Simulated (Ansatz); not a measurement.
**Relaxing a trial structure of C4H6B+**

The starting geometry of this gas-phase singlet was optimised with GFN2-xTB; its bonds are those of `CBc1c[cH+]1`.

```yaml
atoms:
  - { symbol: C, position_ang: [-2.3191, -0.4803, -0.0279] }
  - { symbol: C, position_ang: [-0.6566, 0.5806, -1.8319] }
  - { symbol: C, position_ang: [0.1653, 0.1889, -2.9080] }
  - { symbol: C, position_ang: [-0.6891, 1.2117, -3.0915] }
  - { symbol: B, position_ang: [-1.1266, 0.4377, -0.4185] }
  - { symbol: H, position_ang: [-3.0994, 0.1274, 0.4355] }
  - { symbol: H, position_ang: [-2.7619, -1.0500, -0.8380] }
  - { symbol: H, position_ang: [-2.0160, -1.1700, 0.7611] }
  - { symbol: H, position_ang: [-0.5540, 1.0525, 0.3931] }
  - { symbol: H, position_ang: [0.9243, -0.4720, -3.2640] }
  - { symbol: H, position_ang: [-1.1205, 1.9725, -3.7028] }
```

Problem. Predict what becomes of its bonds when it is optimised with PBE0-D3(BJ)/def2-SVP.

Solution. It keeps its bonds, and is `CBc1c[cH+]1`.

The energy falls by 0.12 eV over 7 steps:

| step | E − E(last) (eV) |
| --- | --- |
| 1 | 0.119 |
| 2 | 0.017 |
| 3 | 0.001 |
| 4 | 0.000 |
| 5 | 0.000 |
| 6 | 0.000 |
| 7 | 0.000 |

Final geometry (Å):

```xyz
11

C    -2.3390   -0.5002   -0.0241
C    -0.6567    0.5702   -1.8698
C     0.1767    0.2004   -2.9125
C    -0.6787    1.2175   -3.0941
B    -1.1559    0.4079   -0.4125
H    -3.0979    0.1480    0.4563
H    -2.8115   -1.0865   -0.8209
H    -2.0108   -1.1679    0.7935
H    -0.5314    1.0701    0.3807
H     0.9640   -0.4647   -3.2743
H    -1.1124    2.0044   -3.7154
```

No frequencies were run, so the end isn't proven a minimum. Run with Ansatz 0.2.0, 20 s on 2 threads of Intel(R) Xeon(R) Processor @ 2.70GHz, on a shared host.
